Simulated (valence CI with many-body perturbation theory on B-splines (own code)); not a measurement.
## E1 line list for Rh XIII

Level of theory: valence CI with perturbative core correlation (CI+MBPT): five valence electrons over a frozen Dirac-Fock core [Ar] 3d10, a basis of 9 s, 9 p, 8 d, 6 f, 3 g, 1 h functions for each j, with the one-electron correlation potential Σ1 (screened to all orders), the two-electron term Σ2, the three-electron term Σ3, Breit, model QED; selected single and double excitations, second order for the rest, scaled by the run's own slope (own B-spline code, finite nucleus).

No measured levels were compared; by estimate levels hold to about 250 cm⁻¹ or 0.2 % of their energy and the worst to 1 %, as in measured heavy ions of charge 2 to 7; those with d or f electrons hold less well. Among the levels kept, up to 600 cm⁻¹ of a level comes from second order outside the variational space, and about a tenth of that is noise between levels of different J, which matters for small intervals.

Lines 151 to 180 of 180 in falling wavelength, among levels below 88.045 eV, chosen from the strongest by gf and those to the six lowest levels. Wavelengths and rates use the calculated energies, so an error of 900 cm⁻¹ moves a line at 191.8 Å by 0.17 % and its rate by three times that or more. Electric multipoles are in the length gauge, E1 and E2 with the static RPA response of the core. Weak lines are less certain than strong ones. Lines between different terms over intervals too small for the method are left out, as are lines whose strength nearly cancels.

Names give the largest LS component (configuration and term), which can be under half, so a name can repeat, a term be missing and a line seem to break the LS rules; names also repeat where a configuration has a term twice. Letters in brackets count levels of one name in rising energy.

| λ vac (Å) | Upper | Lower | A (s⁻¹) | log gf | Branch % |
| --- | --- | --- | --- | --- | --- |
| 191.8 | 4s2.4p2.4d 2P_3/2 [b] | 4s2.4p3 2P°_1/2 | 6.09e+10 | 0.13 | 45.7 |
| 190.8 | 4s2.4p2.4d 2D_5/2 [b] | 4s2.4p3 2D°_5/2 | 3.28e+09 | -0.97 | 3.9 |
| 190.7 | 4s2.4p2.4d 4P_5/2 | 4s2.4p3 4S°_3/2 | 1.37e+11 | 0.65 | 84.0 |
| 189.3 | 4s2.4p2.4d 2D_5/2 [c] | 4s2.4p3 2D°_5/2 | 3.93e+10 | 0.10 | 27.7 |
| 189.1 | 4s2.4p2.4d 2P_1/2 [a] | 4s2.4p3 4S°_3/2 | 9.83e+10 | 0.02 | 80.2 |
| 189.1 | 4s2.4p2.4d 2D_3/2 [b] | 4s2.4p3 2D°_3/2 | 1.16e+11 | 0.39 | 74.2 |
| 189.0 | 4s2.4p2.4d 4P_3/2 | 4s2.4p3 4S°_3/2 | 1.25e+11 | 0.43 | 90.3 |
| 187.7 | 4s2.4p2.4d 2P_1/2 [b] | 4s2.4p3 2D°_3/2 | 1.38e+10 | -0.84 | 11.9 |
| 186.1 | 4s2.4p2.4d 2D_5/2 [b] | 4s2.4p3 2D°_3/2 | 7.83e+10 | 0.39 | 92.1 |
| 185.2 | 4s2.4p2.4d 2D_3/2 [a] | 4s2.4p3 4S°_3/2 | 4.16e+10 | -0.07 | 74.9 |
| 184.8 | 4s2.4p2.4d 4P_1/2 | 4s2.4p3 4S°_3/2 | 7.01e+10 | -0.14 | 47.2 |
| 184.6 | 4s2.4p2.4d 2D_5/2 [c] | 4s2.4p3 2D°_3/2 | 9.01e+10 | 0.44 | 63.6 |
| 184.0 | 4s2.4p2.4d 2F_7/2 [b] | 4s2.4p3 2D°_5/2 | 2.26e+11 | 0.96 | 100.0 |
| 183.6 | 4s2.4p2.4d 2P_3/2 [b] | 4s2.4p3 2D°_5/2 | 3.77e+08 | -2.12 | 0.3 |
| 183.4 | 4s2.4p2.4d 2D_3/2 [c] | 4s2.4p3 2P°_1/2 | 1.16e+11 | 0.37 | 64.0 |
| 180.0 | 4s2.4p2.4d 2D_5/2 [a] | 4s2.4p3 4S°_3/2 | 3.03e+10 | -0.05 | 20.9 |
| 179.8 | 4s2.4p2.4d 2S_1/2 | 4s2.4p3 2D°_3/2 | 3.10e+10 | -0.52 | 23.2 |
| 179.2 | 4s2.4p2.4d 2P_3/2 [b] | 4s2.4p3 2D°_3/2 | 3.10e+09 | -1.22 | 2.3 |
| 177.0 | 4s2.4p2.4d 2D_3/2 [b] | 4s2.4p3 4S°_3/2 | 1.30e+07 | -3.61 | 0.0 |
| 175.9 | 4s2.4p2.4d 2D_3/2 [c] | 4s2.4p3 2D°_5/2 | 4.36e+08 | -2.09 | 0.2 |
| 175.9 | 4s2.4p2.4d 2P_1/2 [b] | 4s2.4p3 4S°_3/2 | 2.44e+08 | -2.65 | 0.2 |
| 174.6 | 4s2.4p2.4d 2D_5/2 [d] | 4s2.4p3 2D°_5/2 | 9.31e+09 | -0.59 | 4.6 |
| 174.5 | 4s2.4p2.4d 2D_5/2 [b] | 4s2.4p3 4S°_3/2 | 3.02e+09 | -1.08 | 3.6 |
| 173.2 | 4s2.4p2.4d 2D_5/2 [c] | 4s2.4p3 4S°_3/2 | 8.52e+09 | -0.64 | 6.0 |
| 171.9 | 4s2.4p2.4d 2D_3/2 [c] | 4s2.4p3 2D°_3/2 | 1.71e+07 | -3.52 | 0.0 |
| 170.6 | 4s2.4p2.4d 2D_5/2 [d] | 4s2.4p3 2D°_3/2 | 3.61e+09 | -1.02 | 1.8 |
| 168.9 | 4s2.4p2.4d 2S_1/2 | 4s2.4p3 4S°_3/2 | 1.74e+07 | -3.83 | 0.0 |
| 168.4 | 4s2.4p2.4d 2P_3/2 [b] | 4s2.4p3 4S°_3/2 | 8.60e+07 | -2.83 | 0.1 |
| 161.9 | 4s2.4p2.4d 2D_3/2 [c] | 4s2.4p3 4S°_3/2 | 5.46e+08 | -2.07 | 0.3 |
| 160.8 | 4s2.4p2.4d 2D_5/2 [d] | 4s2.4p3 4S°_3/2 | 9.98e+08 | -1.63 | 0.5 |
